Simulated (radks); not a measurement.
The numbers below are computed, except where a source is named.
Question: Radial electron density D(r) = 4 pi r^2 rho(r) of an atom or ion with 5 electrons. Level of theory: scalar-relativistic Kohn-Sham, PBE, spin-polarised, spherical densities, finite nucleus; Fermi nuclear charge, rms radius of each element as measured or else 0.836 A^(1/3) + 0.57 fm (a radial shooting solver on a logarithmic mesh with Libxc functionals).

r (bohr)  D(r) (e/bohr)   spin D(r)
0.01723          0.2283  -0.0000661
0.02139          0.3372  -0.0000967
0.02654          0.4931   -0.000139
0.03294          0.7123   -0.000196
0.04089           1.013   -0.000267
0.05074           1.414   -0.000345
0.06298           1.928   -0.000409
0.07816           2.553   -0.000403
0.09701           3.264   -0.000208
0.1204            3.994    0.000416
0.1494            4.632     0.00192
0.1855            5.031     0.00510
0.2302            5.044      0.0113
0.2857            4.588      0.0224
0.3545            3.713      0.0413
0.44              2.635      0.0711
0.5461            1.668       0.115
0.6778            1.080       0.174
0.8412           0.9541       0.250
1.052             1.168       0.335
1.306             1.421       0.396
1.621             1.475       0.413
2.012             1.252       0.371
2.497            0.8554       0.281
3.099            0.4657       0.176
3.846            0.2009      0.0913
4.773           0.06842      0.0388
5.924           0.01814      0.0128
7.352          0.003600     0.00302
9.125         0.0004981    0.000463

What is the nuclear charge?

Answer: Z = 5. The innermost maximum, from 1s, lies near gamma/Z bohr with gamma = sqrt(1 - (Z/c)^2) = 0.999, here 0.2 bohr (found: 0.209), and its height grows with Z. The density is that of neutral boron in [He] 2s2 2p1; the configuration itself is not fixed sharply by these data. D(r) has 2 maxima, at r = 0.209, 1.52 bohr, and minima at 0.802 bohr, inside which lie 2.10 electrons.
